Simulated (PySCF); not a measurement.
Compound: C2H7B2NO2.
SMILES: `[BH3-][N+]#CCB(O)O`

Torsions of this conformer, `[BH3-:1][N+:2]#[C:3][CH2:4][B:5]([OH:6])[OH:7]`: C3–C4–B5–O6 82°, H–O6–B5–C4 -177°, H–O7–B5–C4 178°.

The closed-shell ground state was solved at several levels (PySCF, density fitting, gas phase, non-relativistic). Isolated species at its PBE0-D3(BJ)/def2-SVP geometry (one conformer only).

```csv
level,basis functions,HOMO (eV),LUMO (eV),gap (eV),dipole (D)
PBE0/pcSseg-1,154,-7.35,-0.46,6.89,9.31
PBE0/def2-SVPD,202,-7.35,-0.96,6.39,9.08
PBE0/pcSseg-2,350,-7.36,-0.79,6.57,9.15
```

Q: Estimate the row for B3LYP/pcJ-1, a basis of 259 functions; the other rows only guide the guess.

A: HOMO -7.18 eV, LUMO -0.69 eV, gap 6.49 eV, dipole 9.37 D.

Q: Over all these levels, which gives the widest orbital gap and which the narrowest?

A: PBE0/pcSseg-1 has the widest, 6.89 eV, and PBE0/def2-SVPD the narrowest, 6.39 eV. The two share the functional. From the narrowest to the widest the HOMO moves by 0.00 eV and the LUMO by +0.50 eV.

Q: How much does the basis alone move the frontier levels among the 3 PBE0 rows?

A: The HOMO by 0.01 eV and the LUMO by 0.50 eV. By rising basis size (HOMO, LUMO in eV): pcSseg-1 -7.35, -0.46; def2-SVPD -7.35, -0.96; pcSseg-2 -7.36, -0.79.

Q: How far do the dipole and the HOMO energy spread over the levels?

A: The dipole runs from 9.08 to 9.37 D (mean 9.23 D) and the HOMO from -7.36 to -7.18 eV.
